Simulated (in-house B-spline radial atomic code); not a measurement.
Radial electron density of F IV (F3+), [He] 2s2 2p2. Computed with an all-electron radial atomic-structure program (B-spline basis): non-relativistic LDA VWN5, spin-polarised, spherical fractional occupations, point nucleus.

Columns: r (bohr), 4πr²n(r) (electrons per bohr), bar.

```
 0.00654   0.2159 #
 0.00763   0.2882 #
  0.0089   0.3832 ##
  0.0104   0.5094 ##
  0.0121   0.6688 ###
  0.0141   0.8761 ####
  0.0165    1.149 #####
  0.0193    1.495 #######
  0.0225    1.919 #########
  0.0262    2.434 ###########
  0.0306    3.069 ##############
  0.0357    3.813 #################
  0.0416    4.659 #####################
  0.0486    5.612 ##########################
  0.0567    6.612 ##############################
  0.0661    7.603 ###################################
  0.0771    8.512 #######################################
    0.09    9.236 ##########################################
   0.105    9.657 ############################################
   0.123    9.677 ############################################
   0.143    9.253 ##########################################
   0.167    8.381 ######################################
   0.195    7.177 #################################
   0.227    5.869 ###########################
   0.265    4.654 #####################
   0.309      3.8 #################
   0.361    3.439 ################
   0.421    3.569 ################
   0.491    4.013 ##################
   0.573    4.492 ####################
   0.668    4.714 #####################
    0.78    4.497 ####################
    0.91    3.829 #################
    1.06     2.88 #############
    1.24    1.858 ########
    1.45    1.017 #####
    1.69   0.4699 ##
    1.97   0.1767 #
     2.3  0.05179 
    2.68  0.01179 
    3.13 0.001918
```

On this grid the curve has 2 maxima, near 0.123, 0.668 bohr.

The 2s down radial function P(r) = rR(r), positive near the nucleus:

```tsv
r (bohr)	P
0.00222	0.02974
0.00303	0.04029
0.00412	0.05425
0.00561	0.07288
0.00763	0.09732
0.0104	0.1293
0.0141	0.1695
0.0193	0.2211
0.0262	0.2814
0.0357	0.3503
0.0486	0.4207
0.0661	0.4797
0.09	0.5061
0.123	0.4675
0.167	0.3312
0.227	0.07255
0.309	-0.2981
0.421	-0.7074
0.573	-1.019
0.78	-1.095
1.06	-0.8974
1.45	-0.5341
1.97	-0.2186
2.68	-0.05393
```
